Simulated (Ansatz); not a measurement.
Cost and result for the atomization energy of Cl2F2H2OSi2, SMILES `F[Si](F)(Cl)O[SiH2]Cl` (9 atoms, 8 bonds).

```xyz
9

F    -2.547   -0.054    1.126
Si   -1.142    0.586    0.839
F    -1.384    2.061    0.356
Cl   -0.066    0.619    2.539
O    -0.420   -0.260   -0.310
Si    0.984   -0.752   -0.989
Cl    2.327    0.787   -0.976
H     1.547   -1.863   -0.198
H     0.700   -1.124   -2.387
```

The species carries charge 0 and has multiplicity 1. The geometry is a stationary point of PBE0-D4/def2-TZVP. It is one conformer, not always the lowest. Program: Ansatz. All runs use 3 threads of an AMD EPYC 7R13 on a shared host and a share of an NVIDIA H100 80 GB. Times are those of one run each, without the atoms' runs, and a repeat can differ threefold. Electronic energies, without spin–orbit coupling; frozen cores. CCSD(T)/CBS extrapolates def2-TZVPP and def2-QZVPP, and its time is that of the two runs behind it. T1 = 0.011. B3LYP takes the VWN-RPA correlation (the form of Gaussian; ORCA's B3LYP/G). HSE06 is the plane-wave form, built on full-range PBE exchange.

CCSD(T)/CBS is a level of theory with its own doubt, some kJ/mol a heavy atom from the limit and from the frozen cores, so smaller differences don't rank the functionals.

```json
{"level": "LDA (SPW92)/def2-TZVPP", "functions": "289", "wall time": "1.4 s", "atomization (kJ/mol)": "4087.1", "difference from CCSD(T)/CBS": "455.4", "per bond": "56.9"}
{"level": "HSE06-D4/def2-TZVPP", "functions": "289", "wall time": "1.6 s", "atomization (kJ/mol)": "3547.1", "difference from CCSD(T)/CBS": "-84.6", "per bond": "-10.6"}
{"level": "B3LYP-D4/def2-TZVPP (with forces)", "functions": "289", "wall time": "1.6 s", "atomization (kJ/mol)": "3546.1", "difference from CCSD(T)/CBS": "-85.6", "per bond": "-10.7"}
{"level": "revPBE-D4/def2-TZVPP", "functions": "289", "wall time": "1.6 s", "atomization (kJ/mol)": "3505.7", "difference from CCSD(T)/CBS": "-126.0", "per bond": "-15.8"}
{"level": "BLYP-D4/def2-TZVPP", "functions": "289", "wall time": "1.6 s", "atomization (kJ/mol)": "3542.1", "difference from CCSD(T)/CBS": "-89.6", "per bond": "-11.2"}
{"level": "CCSD(T)/def2-SVP", "functions": "124", "wall time": "1.7 s", "atomization (kJ/mol)": "3254.3", "difference from CCSD(T)/CBS": "-377.4", "per bond": "-47.2"}
{"level": "B2PLYP/def2-TZVPP", "functions": "289", "wall time": "1.9 s", "atomization (kJ/mol)": "3537.7", "difference from CCSD(T)/CBS": "-94.0", "per bond": "-11.7"}
{"level": "r2SCANh-D4/def2-TZVPP", "functions": "289", "wall time": "2 s", "atomization (kJ/mol)": "3579.6", "difference from CCSD(T)/CBS": "-52.1", "per bond": "-6.5"}
{"level": "ωB97X-V/def2-TZVPP", "functions": "289", "wall time": "2.3 s", "atomization (kJ/mol)": "3609.9", "difference from CCSD(T)/CBS": "-21.8", "per bond": "-2.7"}
{"level": "B97M-V/def2-TZVPP", "functions": "289", "wall time": "3.1 s", "atomization (kJ/mol)": "3618.6", "difference from CCSD(T)/CBS": "-13.1", "per bond": "-1.6"}
{"level": "CCSD(T)/def2-TZVPP", "functions": "289", "wall time": "4.3 s", "atomization (kJ/mol)": "3495.6", "difference from CCSD(T)/CBS": "-136.1", "per bond": "-17.0"}
{"level": "CCSD(T)/def2-QZVPP", "functions": "511", "wall time": "76 s", "atomization (kJ/mol)": "3579.1", "difference from CCSD(T)/CBS": "-52.6", "per bond": "-6.6"}
{"level": "CCSD(T)/CBS(def2)", "functions": "–", "wall time": "80 s", "atomization (kJ/mol)": "3631.7", "difference from CCSD(T)/CBS": "0.0", "per bond": "0.0"}
```

The D4 term adds +51.2 kJ/mol with B3LYP and +27.1 kJ/mol with PBE0; it sums over pairs of atoms, weighted by their polarisabilities, and B3LYP, whose exchange is more repulsive, gets the larger term. From PBE to PBE0 (25 % exact exchange), in def2-TZVPP and without D4, the atomization energy moves by −58.4 kJ/mol: exact exchange takes away binding that semilocal exchange gives to molecules. At CCSD(T), def2-SVP lies −377.4 kJ/mol from the extrapolated value and def2-TZVPP −136.1 kJ/mol: correlation converges slowly with the basis, and small sets miss more of it in the bonded molecule than in its fragments.
